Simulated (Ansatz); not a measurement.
A run for Ansatz (an electronic-structure program): U-PBE0/def2-TZVPP on F (SMILES [F]).

Ansatz 0.2 input:
```yaml
crystal:
  periodic: [false, false, false]
  atoms:
    - {symbol: F, position_ang: [0.00000000, 0.00000000, 0.00000000]}
basis:
  gaussian:
    orbitals: def2-TZVPP
hamiltonian:
  xc: {name: PBE0}
magnetization: {spin_polarized: true, initial_magnetization: 1}
```

Q: Give the final energy of this run.

A: -99.6762 hartree.
